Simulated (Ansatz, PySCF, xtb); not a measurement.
Gas-phase reaction 2 R1 + R2 → 3 P1, each structure at its B3LYP-D3(BJ)/def2-TZVP stationary point, reached from a drawn start (curvature not checked).
R1: BCl3 (SMILES ClB(Cl)Cl), charge 0, multiplicity 1.
P1, BCl2F (SMILES FB(Cl)Cl) (charge 0, multiplicity 1):
```xyz
4

B     -0.09213     0.02216    -0.02276
Cl     1.09380     1.30146     0.07046
Cl     0.33278    -1.64464     0.28215
F     -1.33456     0.32103    -0.32984
```
R2, BF3 (SMILES FB(F)F) (charge 0, multiplicity 1):
```xyz
4

B      0.00002     0.00003     0.00000
F      1.30155    -0.18569     0.04941
F     -0.48539     1.20841    -0.18731
F     -0.81609    -1.02265     0.13790
```

```json
[
 {"level": "GFN1-xTB", "reaction energy (kcal/mol)": "-1.52", "minus CCSD(T)/CBS(cc-pV(T+d)Z, cc-pV(Q+d)Z)": "-4.73"},
 {"level": "PBE-D3(BJ)/def2-TZVPP", "reaction energy (kcal/mol)": "1.72", "minus CCSD(T)/CBS(cc-pV(T+d)Z, cc-pV(Q+d)Z)": "-1.49"},
 {"level": "PBE-D4/def2-TZVPP", "reaction energy (kcal/mol)": "1.63", "minus CCSD(T)/CBS(cc-pV(T+d)Z, cc-pV(Q+d)Z)": "-1.58"},
 {"level": "BLYP-D3(BJ)/def2-TZVPP", "reaction energy (kcal/mol)": "1.88", "minus CCSD(T)/CBS(cc-pV(T+d)Z, cc-pV(Q+d)Z)": "-1.33"},
 {"level": "revPBE/def2-TZVPP", "reaction energy (kcal/mol)": "0.88", "minus CCSD(T)/CBS(cc-pV(T+d)Z, cc-pV(Q+d)Z)": "-2.34"},
 {"level": "r2SCAN-D3(BJ)/def2-TZVPP", "reaction energy (kcal/mol)": "1.54", "minus CCSD(T)/CBS(cc-pV(T+d)Z, cc-pV(Q+d)Z)": "-1.67"},
 {"level": "BHLYP/def2-TZVPP", "reaction energy (kcal/mol)": "1.47", "minus CCSD(T)/CBS(cc-pV(T+d)Z, cc-pV(Q+d)Z)": "-1.74"},
 {"level": "BHLYP-D4/def2-TZVPP", "reaction energy (kcal/mol)": "2.42", "minus CCSD(T)/CBS(cc-pV(T+d)Z, cc-pV(Q+d)Z)": "-0.79"},
 {"level": "CAM-B3LYP/def2-TZVPP", "reaction energy (kcal/mol)": "0.58", "minus CCSD(T)/CBS(cc-pV(T+d)Z, cc-pV(Q+d)Z)": "-2.64"},
 {"level": "B2PLYP/def2-TZVPP", "reaction energy (kcal/mol)": "2.04", "minus CCSD(T)/CBS(cc-pV(T+d)Z, cc-pV(Q+d)Z)": "-1.18"},
 {"level": "CCSD/cc-pV(T+d)Z", "reaction energy (kcal/mol)": "2.41", "minus CCSD(T)/CBS(cc-pV(T+d)Z, cc-pV(Q+d)Z)": "-0.80"},
 {"level": "CCSD(T)/cc-pV(D+d)Z", "reaction energy (kcal/mol)": "2.18", "minus CCSD(T)/CBS(cc-pV(T+d)Z, cc-pV(Q+d)Z)": "-1.04"},
 {"level": "CCSD(T)/cc-pV(Q+d)Z", "reaction energy (kcal/mol)": "3.01", "minus CCSD(T)/CBS(cc-pV(T+d)Z, cc-pV(Q+d)Z)": "-0.20"},
 {"level": "CCSD(T)/CBS(cc-pV(T+d)Z, cc-pV(Q+d)Z)", "reaction energy (kcal/mol)": "3.21", "minus CCSD(T)/CBS(cc-pV(T+d)Z, cc-pV(Q+d)Z)": "0.00"}
]
```

 The comparison column counts from a level with limits of its own.

P less R. No zero-point or thermal terms.

Correlated levels freeze the cores. CBS: X⁻³ extrapolation of the correlation energy, Hartree–Fock from the larger set.

Programs: Ansatz (Gaussian basis) for Hartree–Fock, density functionals and correlated methods; PySCF for the D3/D4 terms; xtb for the GFN methods. All values are computed, each at the level named.

Ansatz is a program for electronic structure.
